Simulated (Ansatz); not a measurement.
Program: Ansatz 0.2.0.

A structure relaxed at PBE0-D4/def2-TZVP, charge 0, multiplicity 1:

| atom | x (Å) | y (Å) | z (Å) |
| --- | --- | --- | --- |
| Si1 | 1.366 | -1.460 | 1.328 |
| Al2 | 0.413 | 0.799 | 1.385 |
| Si3 | -1.198 | 1.227 | -0.388 |
| C4 | -0.844 | 0.473 | -2.023 |
| O5 | -1.767 | -0.183 | -1.134 |
| H6 | 2.660 | -1.576 | 2.059 |
| H7 | 1.590 | -1.899 | -0.078 |
| H8 | 0.406 | -2.417 | 1.950 |
| H9 | 0.822 | 1.918 | 2.436 |
| H10 | -2.199 | 2.330 | -0.399 |
| H11 | 0.063 | -0.096 | -2.219 |
| H12 | -1.313 | 0.885 | -2.916 |

Q: Give its formula and SMILES.

A: CH7AlOSi2, `[SiH3][AlH][SiH]1CO1`.

Q: Summarise the bond lengths by kind.

A: 2 × Al–Si 2.434 to 2.453 Å; 4 × H–Si 1.489 to 1.491 Å; 1 × Al–H 1.589 Å; 1 × C–Si 1.835 Å; 1 × O–Si 1.693 Å; 1 × C–O 1.440 Å; 2 × C–H 1.089 Å.
